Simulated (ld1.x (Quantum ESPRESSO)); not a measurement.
Scattering properties, TM potential for Ru (Z = 44)

```
Element                 : Ru
Generator               : ld1.x (Quantum ESPRESSO) 7.5
Type                    : norm-conserving Troullier–Martins (Kleinman–Bylander form)
Functional              : PBE
Relativity              : fully relativistic
Frozen core             : [Kr]
Valence charge          : 8
Reference configuration : 4d7 5s0.75 5p0.25
Partial waves           : 5p (bound): rc 3.65 bohr; 4d (bound): rc 1.15 bohr; 5s (bound): rc 3.00 bohr
Local potential         : the s channel
Core correction         : none
```

Open shells are filled in proportion to 2j + 1 (rel_dist='average').

The phase is arctan(r·u′/u) with u = r·R(r), unwrapped; energies in Ry, scanned from -2 to 5 Ry. A pole is an energy at which the radial function vanishes at the test radius. The pseudo phase is shifted by a multiple of π to meet the all-electron one at the reference energy, and phase errors are pseudo minus all-electron; the curves can meet again beyond the range given. Levels narrower than the energy grid can be missing from the lists of poles.

```json
{"channel": "s", "radius (bohr)": "3.94", "reference energy (Ry)": "-0.33", "poles, all-electron": "0.11, 3.46", "poles, pseudo": "0.10, 2.82", "unbroken range about the reference energy with phases within 0.05 rad": "below 1.0", "phase error 1 Ry above the reference energy (rad)": "-0.014"}
{"channel": "p1/2", "radius (bohr)": "3.94", "reference energy (Ry)": "-0.09", "poles, all-electron": "0.69, 4.19", "poles, pseudo": "0.68, 3.85", "unbroken range about the reference energy with phases within 0.05 rad": "below 1.6", "phase error 1 Ry above the reference energy (rad)": "-0.008"}
{"channel": "p3/2", "radius (bohr)": "3.94", "reference energy (Ry)": "-0.08", "poles, all-electron": "0.76, 4.30", "poles, pseudo": "0.73, 3.81", "unbroken range about the reference energy with phases within 0.05 rad": "below 1.5", "phase error 1 Ry above the reference energy (rad)": "-0.010"}
{"channel": "d3/2", "radius (bohr)": "3.94", "reference energy (Ry)": "-0.43", "poles, all-electron": "-0.38, 1.95", "poles, pseudo": "-0.38, 2.19", "unbroken range about the reference energy with phases within 0.05 rad": "below 0.4", "phase error 1 Ry above the reference energy (rad)": "+0.107"}
{"channel": "d5/2", "radius (bohr)": "3.94", "reference energy (Ry)": "-0.40", "poles, all-electron": "-0.36, 1.97", "poles, pseudo": "-0.36, 2.21", "unbroken range about the reference energy with phases within 0.05 rad": "below 0.5", "phase error 1 Ry above the reference energy (rad)": "+0.113"}
```

Phases in the p1/2 channel:

| E (Ry) | all-electron | pseudo |
| --- | --- | --- |
| -2.00 | 1.379 | 1.378 |
| -1.52 | 1.345 | 1.344 |
| -1.04 | 1.282 | 1.282 |
| -0.56 | 1.118 | 1.117 |
| -0.08 | -0.140 | -0.140 |
| 0.40 | -1.433 | -1.436 |
| 0.88 | -1.626 | -1.634 |
| 1.36 | -1.758 | -1.783 |
| 1.84 | -2.033 | -2.205 |
| 2.32 | -3.702 | -4.152 |
| 2.80 | -4.458 | -4.540 |
| 3.28 | -4.605 | -4.646 |
| 3.76 | -4.672 | -4.704 |
| 4.24 | -4.717 | -4.748 |
| 4.72 | -4.756 | -4.796 |
